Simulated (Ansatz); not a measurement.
`FC[B](Cl)[GaH2]` + H₂ → `Cl[BH][GaH2]` + fluoromethane at 600 K and 1 bar (hydrogenolysis of a B–C bond).

Program: Ansatz. Geometries: PBE0-D4/def2-TZVP. ΔE: electronic, gas phase. CCSD(T)/CBS is the MP2 limit (def2-TZVPP, def2-QZVPP) plus CCSD(T) − MP2 in def2-TZVPP, frozen cores. This one scheme is used for every species. For Ga outer-core shells are correlated without core-valence functions, which leaves a few kJ/mol of doubt a bond. Scalar relativity is left out up to krypton. One conformer a species, not always the lowest.

| species | CCSD(T)/CBS energy (Eh) | H − E (kJ/mol) | S (J/(mol·K)) |
| --- | --- | --- | --- |
| `FC[B](Cl)[GaH2]` | -2548.76454 | 187.5 | 460.4 |
| H₂ | -1.17544 | 43.9 | 150.8 |
| `Cl[BH][GaH2]` | -2410.30850 | 112.4 | 375.1 |
| `CF` | -139.63461 | 127.6 | 254.6 |

H − E and S are ideal-gas, rigid-rotor, harmonic terms from PBE0-D4/def2-TZVP, for one conformer and one mirror image of each species. The MP2-based limit puts H₂ 0.8 mEh under its directly extrapolated value; such offsets cancel only in part. 1 Eh = 2625.50 kJ/mol, R = 8.31446 J/(mol·K).

Q: By hand: ΔE, ΔH, ΔS and ΔG.

A: ΔE = (-2410.30850) + (-139.63461) − (-2548.76454) − (-1.17544) = -0.00313 Eh = -8.2 kJ/mol. Δ(H − E) = 112.4 + 127.6 − 187.5 − 43.9 = 8.6, so ΔH = 0.4 kJ/mol. ΔS = 375.1 + 254.6 − 460.4 − 150.8 = 18.5 J/(mol·K). ΔG = 0.4 − 600 × (18.5)/1000 = -10.7 kJ/mol.

Q: By hand: the equilibrium constant, and the temperature at which ΔG would vanish if ΔH and ΔS stayed fixed.

A: log₁₀ K = −ΔG/(RT ln 10) = 0.9. ΔG = 0 at ΔH/ΔS = 22 K, though so small a ΔH makes that figure unsure.

TΔS isn't small against ΔH here. A doubt of 5 kJ/mol in ΔE shifts log₁₀ K by 0.4 here. Other conformers and mirror images would add mixing entropy, several J/(mol·K) or more a flexible species. Modes under 60 cm⁻¹, often nearly free rotors, make the harmonic entropy too high. These are equilibria of isolated gas molecules and say nothing of rates. Largest T1 diagnostic: 0.014 (customary marks: 0.02 for closed shells, 0.045 for open ones).
